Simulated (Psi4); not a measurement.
silane (H4Si), singlet, geometry from GFN2-xTB; CCSD(T)/aug-cc-pVDZ run with Psi4.

Psi4 was given this input:
```
memory 2 GB

molecule {
0 1
  Si   -0.00000000    0.00000000   -0.00000000
  H     0.85687118    0.83207387    0.84090169
  H    -0.85685565   -0.82713035    0.84578045
  H    -0.82961346    0.85438800   -0.84584481
  H     0.82959793   -0.85933152   -0.84083733
}

set basis aug-cc-pvdz
set freeze_core true
set mp2_type conv
set scf_type pk
set puream true
set d_convergence 1e-8

energy('ccsd(t)')
print_variables()
```

What the program printed (banner, timings and long lists left out):

```
   => Loading Basis Set <=

    Name: AUG-CC-PVDZ
    Role: ORBITAL
    Keyword: BASIS

         ---------------------------------------------------------
                                   SCF
               by Justin Turney, Rob Parrish, Andy Simmonett
                          and Daniel G. A. Smith
                              RHF Reference
         ---------------------------------------------------------

  ==> Geometry <==

    Molecular point group: c2
    Full point group: Td

    Geometry (in Angstrom), charge = 0, multiplicity = 1:

       Center              X                  Y                   Z               Mass
    ------------   -----------------  -----------------  -----------------  -----------------
         SI           0.000000000000     0.000000000000    -0.000000000000    27.976926534650
         H           -0.845812629867    -0.840869510612     0.843344686740     1.007825032230
         H            0.840869504462    -0.845812630616    -0.843344686740     1.007825032230
         H           -0.840869504462     0.845812630616    -0.843344686740     1.007825032230
         H            0.845812629867     0.840869510612     0.843344686740     1.007825032230

  Running in c2 symmetry.

  Rotational constants: A =      2.93976  B =      2.93976  C =      2.93976 [cm^-1]
  Rotational constants: A =  88131.63845  B =  88131.63800  C =  88131.63783 [MHz]
  Nuclear repulsion =   21.618335297102220

  Charge       = 0
  Multiplicity = 1
  Electrons    = 18
  Nalpha       = 9
  Nbeta        = 9

  ==> Algorithm <==

  SCF Algorithm Type is PK.
  DIIS enabled.
  MOM disabled.
  Fractional occupation disabled.
  Guess Type is SAD.
  Energy threshold   = 1.00e-08
  Density threshold  = 1.00e-08
  Integral threshold = 1.00e-12

  ==> Primary Basis <==

  Basis Set: AUG-CC-PVDZ
    Blend: AUG-CC-PVDZ
    Number of shells: 31
    Number of basis functions: 63
    Number of Cartesian functions: 65
    Spherical Harmonics?: true
    Max angular momentum: 2

  ==> Integral Setup <==

  Using in-core PK algorithm.
   Calculation information:
      Number of atoms:                   5
      Number of AO shells:              31
      Number of primitives:             81
      Number of atomic orbitals:        65
      Number of basis functions:        63

      Integral cutoff                 1.00e-12
      Number of threads:                 1

  Performing in-core PK
  Using 4066272 doubles for integral storage.
  We computed 123256 shell quartets total.
  Whereas there are 123256 unique shell quartets.

  ==> DiskJK: Disk-Based J/K Matrices <==

    J tasked:                  Yes
    K tasked:                  Yes
    wK tasked:                  No
    Schwarz Cutoff:          1E-12

  Minimum eigenvalue in the overlap matrix is 2.7504060794E-04.
  Reciprocal condition number of the overlap matrix is 4.3626173306E-05.
    Using symmetric orthogonalization.

  ==> Pre-Iterations <==

  SCF Guess: Superposition of Atomic Densities via on-the-fly atomic UHF (no occupation information).

   -------------------------
    Irrep   Nso     Nmo
   -------------------------
     A         33      33
     B         30      30
   -------------------------
    Total      63      63
   -------------------------

  ==> Iterations <==

                        Total Energy        Delta E     RMS |[F,P]|

   @RHF iter SAD:  -290.75991203774771   -2.90760e+02   0.00000e+00
   @RHF iter   1:  -291.21480420894125   -4.54892e-01   2.91829e-03 ADIIS/DIIS
   @RHF iter   2:  -291.23920955872097   -2.44053e-02   9.06354e-04 ADIIS/DIIS
   @RHF iter   3:  -291.24204144661428   -2.83189e-03   2.22954e-04 ADIIS/DIIS
   @RHF iter   4:  -291.24224302652664   -2.01580e-04   2.25917e-05 DIIS
   @RHF iter   5:  -291.24224463735533   -1.61083e-06   2.45876e-06 DIIS
   @RHF iter   6:  -291.24224465658790   -1.92326e-08   2.01986e-07 DIIS
   @RHF iter   7:  -291.24224465669943   -1.11527e-10   1.36446e-08 DIIS
[...]
  @RHF Final Energy:  -291.24224465669931
    Total Energy =                       -291.2422446566993131
[...]
     1        -0.145049600006920    5.153e-02    0.005645    0.008805    0.008805    0.133973
     2        -0.153033977782338    1.669e-02    0.008840    0.013893    0.013893    0.143701
     3        -0.153212830113772    3.426e-03    0.009879    0.015595    0.015595    0.144501
     4        -0.153219386999727    1.170e-03    0.010275    0.016251    0.016251    0.144687
     5        -0.153221107021147    3.299e-04    0.010400    0.016462    0.016462    0.144680
     6        -0.153220449975373    6.845e-05    0.010419    0.016495    0.016495    0.144674
     7        -0.153220937049648    1.756e-05    0.010422    0.016501    0.016501    0.144674
     8        -0.153221066888552    4.089e-06    0.010422    0.016501    0.016501    0.144674
     9        -0.153221004951525    1.071e-06    0.010422    0.016502    0.016502    0.144674
    10        -0.153221000855408    2.949e-07    0.010422    0.016502    0.016502    0.144674
    11        -0.153221004278147    7.028e-08    0.010422    0.016502    0.016502    0.144674

    Iterations converged.

    Largest TIA Amplitudes:
              1   4         0.0128769754
              3  32         0.0125715392
              2  33        -0.0125715392
              1   1         0.0056651631
              0   7         0.0054183631
              1  15        -0.0047407599
              1  21        -0.0047153664
              3  28         0.0040587964
              2  29        -0.0040587964
              2  28         0.0039522455

    Largest TIjAb Amplitudes:
      3   3   4   4        -0.0200422075
      1   1  32  32        -0.0200422074
      1   1  33  33        -0.0200422073
      2   2   4   4        -0.0200422073
      2   2  32  32        -0.0194289279
      3   3  33  33        -0.0194289279
      1   1   7   7        -0.0189341177
      3   3   7   7        -0.0189341176
      2   2   7   7        -0.0189341176
      1   3  32   4        -0.0141383250

    SCF energy       (wfn)                    = -291.242244656699313
    Reference energy (file100)                = -291.242244656700336

    Opposite-spin MP2 correlation energy      =   -0.108834242013967
    Same-spin MP2 correlation energy          =   -0.012807317928955
    Singles MP2 correlation energy            =   -0.000000000000000
    MP2 correlation energy                    =   -0.121641559942923
      * MP2 total energy                      = -291.363886216643266

    Opposite-spin CCSD correlation energy     =   -0.138535706717415
    Same-spin CCSD correlation energy         =   -0.014685297560732
    Singles CCSD correlation energy           =    0.000000000000000
    CCSD correlation energy                   =   -0.153221004278147
      * CCSD total energy                     = -291.395465660978459

            **************************
            *                        *
            *        CCTRIPLES       *
            *                        *
            **************************

    Wave function   =    CCSD_T
    Reference wfn   =      RHF

    Nuclear Rep. energy (wfn)                =   21.618335297102220
    SCF energy          (wfn)                = -291.242244656699313
    Reference energy    (file100)            = -291.242244656700336
    CCSD energy         (file100)            =   -0.153221004278147
    Total CCSD energy   (file100)            = -291.395465660978459

    Number of ijk index combinations:               20
    Approx. words needed per explicit thread:           87808
    Number of threads for explicit ijk threading:    1

    MKL num_threads set to 1 for explicit threading.

    (T) energy                                =   -0.002827087551194
      * CCSD(T) total energy                  = -291.398292748529684

  Variable Map:
  ----------------------------------------------------------------------------
[...]
  Array Variable Map:
  ----------------------------------------------------------------------------
[...]
[...]
```
